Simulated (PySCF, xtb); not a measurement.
C5H6O2, SMILES O=C1C=CO[C@@H]1C.

GFN2-xTB (xtb) at its own geometry gives an orbital gap of 3.21 eV and a dipole moment of 3.10 D.

The structure is a stationary point at B3LYP-D3(BJ)/def2-SVP. The structure was generated by enumeration; whether it is a known compound was not checked. The values are those of a single conformer.

Task: What does PySCF with B3LYP/def2-TZVP give? (The exact figures need the calculation; the answer reports its results.)

Result: gap 5.40 eV (levels -6.95 and -1.55 eV), dipole 2.94 D.
